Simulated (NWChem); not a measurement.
System: BeNH2Br; SMILES [NH2][Be][Br]

Input file for NWChem:

```
start job
memory heap 200 mb stack 900 mb global 1100 mb
geometry units angstroms noautosym nocenter noautoz
  Be     0.000304     1.135958     0.000000
  Br     0.001031    -0.842629     0.000000
  N     -0.000678     2.634188     0.000000
  H     -0.002631     3.216783    -0.828102
  H     -0.002631     3.216783     0.828102
end
basis spherical
  Be library pcsseg-2
  Br library pcsseg-2
  N library pcsseg-2
  H library pcsseg-2
end
dft
  xc pbe0
  iterations 150
end
property
  shielding 4 1 2 3 4
end
task dft property
```

Output (shortened):

```
             Northwest Computational Chemistry Package (NWChem) 7.3.0
             --------------------------------------------------------

                             Geometry "geometry" -> ""
                             -------------------------

 Output coordinates in angstroms (scale by  1.889725989 to convert to a.u.)

  No.       Tag          Charge          X              Y              Z
 ---- ---------------- ---------- -------------- -------------- --------------
    1 Be                   4.0000     0.00030400     1.13595800     0.00000000
    2 Br                  35.0000     0.00103100    -0.84262900     0.00000000
    3 N                    7.0000    -0.00067800     2.63418800     0.00000000
    4 H                    1.0000    -0.00263100     3.21678300    -0.82810200
    5 H                    1.0000    -0.00263100     3.21678300     0.82810200

 Effective nuclear repulsion energy (a.u.)     103.0900222533

                              NWChem Property Module
                              ----------------------

  itol2e modified to match energy
  convergence criterion.

                                 NWChem DFT Module
                                 -----------------

 Summary of "ao basis" -> "ao basis" (spherical)
 ------------------------------------------------------------------------------
       Tag                 Description            Shells   Functions and Types
 ---------------- ------------------------------  ------  ---------------------
 Be                         pcsseg-2                 9       21   4s4p1d
 Br                         pcsseg-2                21       63   6s10p4d1f
 N                          pcsseg-2                12       36   4s5p2d1f
 H                          pcsseg-2                 6       14   3s2p1d

  itol2e modified to match energy
  convergence criterion.

            General Information
            -------------------
          SCF calculation type: DFT
          Wavefunction type:  closed shell.
          No. of atoms     :     5
          No. of electrons :    48
           Alpha electrons :    24
            Beta electrons :    24
          Charge           :     0
          Spin multiplicity:     1
          Use of symmetry is: off; symmetry adaption is: off
          Maximum number of iterations: 150
          AO basis - number of functions:   148
                     number of shells:    54
          Convergence on energy requested:  1.00D-07
          Convergence on density requested:  1.00D-05
          Convergence on gradient requested:  5.00D-04

              XC Information
              --------------
                         PBE0 Method XC Functional
                     Hartree-Fock (Exact) Exchange  0.250
          PerdewBurkeErnzerhof Exchange Functional  0.750
            Perdew 1991 LDA Correlation Functional  1.000 local
           PerdewBurkeErnz. Correlation Functional  1.000 non-local

             Grid Information
             ----------------
          Grid used for XC integration:  fine
          Radial quadrature: Mura-Knowles
          Angular quadrature: Lebedev.
          Tag              B.-S. Rad. Rad. Pts. Rad. Cut. Ang. Pts.
          ---              ---------- --------- --------- ---------
          Be                  1.05       70          10.0       590
          Br                  1.15      140          13.0       974
          N                   0.65       70          11.0       590
          H                   0.35       60          12.0       590
          Grid pruning is: on
          Number of quadrature shells:   400
          Spatial weights used:  Erf1

      Superposition of Atomic Density Guess
      -------------------------------------

 Sum of atomic energies:       -2642.30684702

      Non-variational initial energy
      ------------------------------

 Total energy =   -2643.188073
 1-e energy   =   -3880.556839
 2-e energy   =    1134.278743
 HOMO         =      -0.370882
 LUMO         =      -0.025093

   convergence    iter        energy       DeltaE   RMS-Dens  Diis-err
 ---------------- ----- ----------------- --------- --------- ---------
 d= 0,ls=0.0,diis     1  -2644.5892490834 -2.75D+03  3.76D-03  2.39D+00
 d= 0,ls=0.0,diis     2  -2644.5909733984 -1.72D-03  2.82D-03  5.78D-01
 d= 0,ls=0.0,diis     3  -2644.6099750133 -1.90D-02  1.21D-03  4.25D-01
 d= 0,ls=0.0,diis     4  -2644.6516751797 -4.17D-02  1.66D-04  2.40D-03
 d= 0,ls=0.0,diis     5  -2644.6518414434 -1.66D-04  5.72D-05  3.98D-04
  Resetting Diis
 d= 0,ls=0.0,diis     6  -2644.6518790003 -3.76D-05  7.92D-06  3.79D-06
 d= 0,ls=0.0,diis     7  -2644.6518792539 -2.54D-07  4.24D-06  6.84D-07
 d= 0,ls=0.0,diis     8  -2644.6518792511  2.88D-09  2.18D-06  7.23D-07

         Total DFT energy =    -2644.651879251065
      One electron energy =    -3884.238924525504
           Coulomb energy =     1238.067488379054
    Exchange-Corr. energy =     -101.570465357935
 Nuclear repulsion energy =      103.090022253321

 Numeric. integr. density =       47.999999908588

                       DFT Final Molecular Orbital Analysis
                       ------------------------------------

 Vector   22  Occ=2.000000D+00  E=-3.189670D-01
              MO Center=  7.8D-04, -3.3D-01,  5.2D-10, r^2= 2.6D+00
   Bfn.  Coefficient  Atom+Function         Bfn.  Coefficient  Atom+Function
  ----- ------------  ---------------      ----- ------------  ---------------
    52      0.519216  2 Br px                49      0.265403  2 Br px
    55      0.254650  2 Br px                43     -0.176368  2 Br px
    98      0.122200  3 N  px                11      0.109400  1 Be px
    46     -0.108505  2 Br px                95      0.088582  3 N  px
   101      0.071458  3 N  px                40     -0.056110  2 Br px

[...]

          -----------------------------------------
          Chemical Shielding Tensors (GIAO, in ppm)
          -----------------------------------------

                                NWChem CPHF Module
                                ------------------

  scftype          =     RHF
  nclosed          =       24
  nopen            =        0
  variables        =     2976
  # of vectors     =        3
  tolerance        = 0.10D-03
  level shift      = 0.00D+00
  max iterations   =       50
  max subspace     =       30

 SCF residual:    1.7282015055679394E-004

Iterative solution of linear equations
  No. of variables     2976
  No. of equations        3
  Maximum subspace       30
        Iterations       50
       Convergence  1.0D-04

   iter   nsub   residual    time
   ----  ------  --------  ---------
     1      3    4.52D-01     175.3
     2      6    1.96D-02     196.9
     3      9    7.99D-04     215.5
     4     12    4.42D-05     235.1

      Atom:    1  Be
        Diamagnetic
    133.1006     -0.0214     -0.0000
     -0.0214    167.6045     -0.0000
     -0.0000     -0.0000    135.9047

        Paramagnetic
    -75.1498     -0.0538      0.0000
     -0.0538    -10.4221      0.0000
      0.0000      0.0000    -79.2592

        Total Shielding Tensor
     57.9509     -0.0751      0.0000
     -0.0751    157.1824      0.0000
      0.0000      0.0000     56.6455

           isotropic =      90.5929
          anisotropy =      99.8843

          Principal Components and Axis System
                 1           2           3
              157.1824     57.9508     56.6455

      1        -0.0008      1.0000     -0.0000
      2         1.0000      0.0008     -0.0000
      3         0.0000      0.0000      1.0000

      Atom:    2  Br
        Diamagnetic
   3122.8481     -0.0018      0.0000
     -0.0018   3128.1210     -0.0000
      0.0000     -0.0000   3123.0713

        Paramagnetic
   -535.5852     -0.3066      0.0000
     -0.3066    -43.0700     -0.0000
      0.0000     -0.0000   -323.0081

        Total Shielding Tensor
   2587.2629     -0.3084      0.0000
     -0.3084   3085.0509     -0.0000
      0.0000     -0.0000   2800.0632

           isotropic =    2824.1257
          anisotropy =     391.3882

          Principal Components and Axis System
                 1           2           3
             3085.0511   2800.0632   2587.2627

      1        -0.0006      0.0000      1.0000
      2         1.0000      0.0000      0.0006
      3        -0.0000      1.0000     -0.0000

      Atom:    3  N
        Diamagnetic
    298.3396     -0.0459      0.0000
     -0.0459    329.4645      0.0000
      0.0000      0.0000    319.7185

        Paramagnetic
    -63.1937     -0.0370     -0.0000
     -0.0370    -41.3898      0.0000
     -0.0000      0.0000   -118.3706

        Total Shielding Tensor
    235.1458     -0.0829     -0.0000
     -0.0829    288.0747      0.0000
     -0.0000      0.0000    201.3479

           isotropic =     241.5228
          anisotropy =      69.8280

          Principal Components and Axis System
                 1           2           3
              288.0748    235.1457    201.3479

      1        -0.0016      1.0000      0.0000
      2         1.0000      0.0016     -0.0000
      3         0.0000     -0.0000      1.0000

      Atom:    4  H
        Diamagnetic
     21.9227     -0.0258      0.0246
     -0.0258     33.8303     -8.5804
      0.0246     -8.5804     36.2479

        Paramagnetic
      2.5753      0.0065     -0.0035
      0.0065     -1.0917      1.3720
     -0.0035      1.3720     -2.5175

        Total Shielding Tensor
     24.4979     -0.0193      0.0211
     -0.0193     32.7386     -7.2084
      0.0211     -7.2084     33.7304

           isotropic =      30.3223
          anisotropy =      15.2065

          Principal Components and Axis System
                 1           2           3
               40.4600     26.0091     24.4979

      1         0.0018      0.0002      1.0000
      2        -0.6824      0.7310      0.0011
      3         0.7310      0.6824     -0.0014
```

Level: PBE0/pcSseg-2, GIAO. Structure relaxed at the B3LYP/6-31G* (spherical d) level. The printed shielding anisotropy is the first printed principal value minus the mean of the other two.
